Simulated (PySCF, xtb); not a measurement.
tin monoxide (OSn), SMILES [O]=[Sn] (connectivity only; charge and spin as stated), neutral, multiplicity 1.

Harmonic wavenumbers (cm⁻¹) from GFN2-xTB (xtb 6.7.1) at its own minimum, in rising order: 705.

What does PBE0-D3(BJ)/def2-TZVP run with PySCF give at its own minimum? (An estimate is asked for; the answer gives what the named calculation found.)

873. Paired by order, the mean absolute difference is 168 cm⁻¹ and the zero-point energies are 1.0 and 1.2 kcal/mol.
